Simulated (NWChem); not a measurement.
Program: NWChem. System: H$_{2}$Sb, charge 0, spin multiplicity 2, at a geometry optimised with UPBE/def2-SVP with def2 effective core potentials on Sb. The structure started from a generated list of species. Its SCF solution wasn't tested for a lower state. Level: UHF/def2-TZVP with def2 effective core potentials on Sb.

Job file:

```
start mol
memory heap 200 mb stack 900 mb global 1100 mb
geometry units angstroms nocenter noautoz
  Sb     0.000000     0.000000    -0.046606
  H     -1.223691     0.000000     1.188460
  H      1.223691     0.000000     1.188460
  symmetry group C2v
end
basis spherical
  * library def2-tzvp
end
ecp
  Sb library def2-ecp
end
scf
  uhf
  nopen 1
  maxiter 100
  thresh 1e-7
  semidirect memsize 60000000 filesize 0
  # guess.movecs holds the orbitals of an unrestricted PBE0 run
  vectors input guess.movecs output mol.movecs
end
task scf energy
```

Output (cleaned and shortened):

```
             Northwest Computational Chemistry Package (NWChem) 7.3.0
             --------------------------------------------------------

                                NWChem Input Module
                                -------------------

 Scaling coordinates for geometry "geometry" by  1.889725989
 (inverse scale =  0.529177249)

 Turning off AUTOSYM since
 SYMMETRY directive was detected!

                             Geometry "geometry" -> ""
                             -------------------------

 Output coordinates in angstroms (scale by  1.889725989 to convert to a.u.)

  No.       Tag          Charge          X              Y              Z
 ---- ---------------- ---------- -------------- -------------- --------------
    1 Sb                  51.0000     0.00000000     0.00000000    -0.04660600
    2 H                    1.0000    -1.22369100     0.00000000     1.18846000
    3 H                    1.0000     1.22369100     0.00000000     1.18846000

 Effective nuclear repulsion energy (a.u.)      31.2615372050

            Nuclear Dipole moment (a.u.)
            ----------------------------
        X                 Y               Z
 ---------------- ---------------- ----------------
     0.0000000000     0.0000000000     0.0000264562

      Symmetry information
      --------------------

 Group name             C2v
 Group number             16
 Group order               4
 No. of unique centers     2

      Symmetry unique atoms

     1    2


 Summary of "ao basis" -> "" (spherical)
 ------------------------------------------------------------------------------
       Tag                 Description            Shells   Functions and Types
 ---------------- ------------------------------  ------  ---------------------
 *                         def2-tzvp                  on all atoms

 Summary of "ao basis" -> "ao basis" (spherical)
 ------------------------------------------------------------------------------
       Tag                 Description            Shells   Functions and Types
 ---------------- ------------------------------  ------  ---------------------
[...]
  ----- ------------  ---------------      ----- ------------  ---------------
    19      1.268326  1 Sb px                53      0.891192  2 H  s
    59     -0.891192  3 H  s                 13      0.185583  1 Sb px
    10     -0.177904  1 Sb px

 Vector   15  Occ=0.000000D+00  E= 1.322666D-01  Symmetry=a1
              MO Center= -5.5D-16,  4.4D-17, -5.0D-01, r^2= 6.8D+00
   Bfn.  Coefficient  Atom+Function         Bfn.  Coefficient  Atom+Function
  ----- ------------  ---------------      ----- ------------  ---------------
    21      1.526434  1 Sb pz                 6      1.462316  1 Sb s
    53     -1.351590  2 H  s                 59     -1.351590  3 H  s
     3     -0.238445  1 Sb s                  5      0.224445  1 Sb s
     2      0.213651  1 Sb s                  4     -0.154155  1 Sb s

 center of mass
 --------------
 x =   0.00000000 y =   0.00000000 z =  -0.04980036

 moments of inertia (a.u.)
 ------------------
          10.799719344071           0.000000000000           0.000000000000
           0.000000000000          21.578169711555           0.000000000000
           0.000000000000           0.000000000000          10.778450367484

  Mulliken analysis of the total density
  --------------------------------------

    Atom       Charge   Shell Charges
 -----------   ------   -------------------------------------------------------
    1 Sb  23    22.92   0.16 -0.66  1.56  0.94  1.03  0.81 -0.46  6.43  0.86  1.62  0.50  9.04  0.96  0.12  0.02  0.00
    2 H    1     1.04   0.21  0.56  0.26  0.01
    3 H    1     1.04   0.21  0.56  0.26  0.01

  Mulliken analysis of the alpha density
  --------------------------------------

    Atom       Charge   Shell Charges
 -----------   ------   -------------------------------------------------------
    1 Sb  23    12.02   0.08 -0.33  0.78  0.47  0.52  0.42 -0.24  3.22  0.56  1.12  0.36  4.51  0.49  0.07  0.01  0.00
    2 H    1     0.49   0.10  0.26  0.12  0.01
    3 H    1     0.49   0.10  0.26  0.12  0.01

   Mulliken analysis of the beta density
   -------------------------------------

    Atom       Charge   Shell Charges
 -----------   ------   -------------------------------------------------------
    1 Sb  23    10.90   0.08 -0.33  0.78  0.47  0.51  0.39 -0.23  3.21  0.31  0.51  0.14  4.53  0.47  0.05  0.01  0.00
    2 H    1     0.55   0.11  0.30  0.14  0.00
    3 H    1     0.55   0.11  0.30  0.14  0.00

   Mulliken analysis of the spin density
   -------------------------------------

    Atom       Charge   Shell Charges
 -----------   ------   -------------------------------------------------------
    1 Sb  23     1.12   0.00 -0.00  0.00 -0.00  0.01  0.03 -0.01  0.01  0.25  0.61  0.22 -0.02  0.02  0.02 -0.00 -0.00
    2 H    1    -0.06  -0.01 -0.04 -0.02  0.00
    3 H    1    -0.06  -0.01 -0.04 -0.02  0.00

       Multipole analysis of the density wrt the origin
       ------------------------------------------------

     L   x y z        total         alpha         beta         nuclear
     -   - - -        -----         -----         ----         -------
     0   0 0 0      0.000000    -13.000000    -12.000000     25.000000

     1   1 0 0      0.000000     -0.000000      0.000000      0.000000
     1   0 1 0      0.000000     -0.000000      0.000000      0.000000
     1   0 0 1     -0.140223     -1.265571     -1.340710      2.466058

     2   2 0 0    -20.536675    -16.365644    -14.865795     10.694764
     2   1 1 0      0.000000      0.000000     -0.000000      0.000000
     2   1 0 1      0.000000     -0.000000      0.000000      0.000000
     2   0 2 0    -20.866479    -13.651301     -7.215179      0.000000
     2   0 1 1     -0.000000     -0.000000      0.000000      0.000000
     2   0 0 2    -21.883248    -16.697482    -15.451979     10.266214

 Task  times  cpu:        0.9s     wall:        0.9s

 Total times  cpu:        1.0s     wall:        1.0s
```
